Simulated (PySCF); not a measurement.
**SbSCl: from structure and modes to constants**

All numbers come from PySCF, PBE0, basis Sb def2-TZVP with ECP28, S def2-TZVP, Cl def2-TZVP (scalar-relativistic core potentials, no spin–orbit coupling, density fitting).

The singlet minimum has Cs symmetry. Masses (u): Sb 120.90382, S 31.97207, Cl 34.96885.

```xyz
3
charge 0 multiplicity 1, angstrom
Sb   -0.0569    0.0000   -0.4908
S    -1.7987    0.0000    0.8460
Cl    1.8412    0.0000    0.9235
```

Harmonic wavenumbers (cm⁻¹): 143.4 (a', ×1), 347.9 (a', ×1), 511.1 (a', ×1).

Task: Find the principal moments of inertia and the rotational constants. What kind of rotor is it?

Result: About the centre of mass I = 80.421, 223.79, 304.21 u Å². With B = 16.8576/I this gives 0.2096, 0.07533, 0.05541 cm⁻¹. The molecule is an asymmetric top with κ = -0.74.

Task: Find the vibrational entropy and heat capacity at 298.15 K.

Result: With u = 1.43878 ω/T, each mode gives S = R[u/(eᵘ−1) − ln(1−e⁻ᵘ)] and C = R u² eᵘ/(eᵘ−1)².
| ω (cm⁻¹) | u | S (J/(mol K)) | C (J/(mol K)) |
| --- | --- | --- | --- |
| 143.4 | 0.692 | 11.54 | 7.99 |
| 347.9 | 1.679 | 4.92 | 6.61 |
| 511.1 | 2.466 | 2.64 | 5.13 |
The sums over all modes are S = 19.1 and C = 19.7 J/(mol K); the softest mode gives 60 % of the entropy.

Other isomers or separated fragments may lie lower.
